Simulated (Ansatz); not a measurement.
# Which method gave which barrier?

Saddle point of Si₂H₅ClO, closed shell (SiH₄O ([OH][SiH3]) + SiHCl ([SiH][Cl]) → Si₂H₅ClO ([SiH3][O][SiH2][Cl]); bonds formed: Si1–H3; dative contacts that become bonds: Si1–O4; bonds broken: H3–O4), PBE0-D4/def2-TZVP structure:

Si1  (-0.018, -1.788, 0.583)
Cl2  (1.181, -0.962, 2.068)
H3  (0.184, -1.316, -0.983)
O4  (-0.422, -0.354, -0.516)
Si5  (0.011, 1.270, -0.594)
H6  (-1.306, -2.003, 1.315)
H7  (1.488, 1.388, -0.611)
H8  (-0.560, 1.954, 0.588)
H9  (-0.559, 1.809, -1.851)
(Å)

Ansatz 0.2.0; basis: def2-TZVPP, with def2-QZVPP for the basis limit; cores frozen in the correlated methods. Extrapolation: Hartree–Fock as exp(−7.88 √X), correlation as X^−2.97. Four methods, as single points on the PBE0-D4 structures, gave these electronic barriers from the start structure: 17.52, 21.65, 27.69, 35.22 kcal/mol.

(1) The methods were, in alphabetical order, BHLYP-D4, HF, PBE-D4, PBE0-D4. Which gave which? (Judge from chemistry; the calculation decides.)

The T1 diagnostic stays at or below 0.014. The restricted Hartree–Fock reference is unstable towards an unrestricted one at one or more of these structures.

Results:

(1) Computed: PBE-D4 17.52; PBE0-D4 21.65; BHLYP-D4 27.69; HF 35.22 kcal/mol. For comparison, CCSD(T) at an estimated basis limit (MP2 extrapolated from triple and quadruple zeta, plus CCSD(T) − MP2 in triple zeta) gives 24.03 kcal/mol.

Losses and insertions of silylenes and their heavier kin drive the gas-phase chemistry of silicon and germanium vapour deposition.

Labels in which every atom is bracketed show which atoms are joined, not bond orders.

For scale, one of the runs: CCSD(T)/def2-TZVPP, 227 basis functions, launched by `ansatz run in.yaml --threads 4 --pin off --events-out ev --progress --plain --max-ram 9574MiB`. Hardware: 4 CPU threads of an AMD EPYC 9R45, shared host. Wall time 21 s; peak host memory 3.5 GiB.
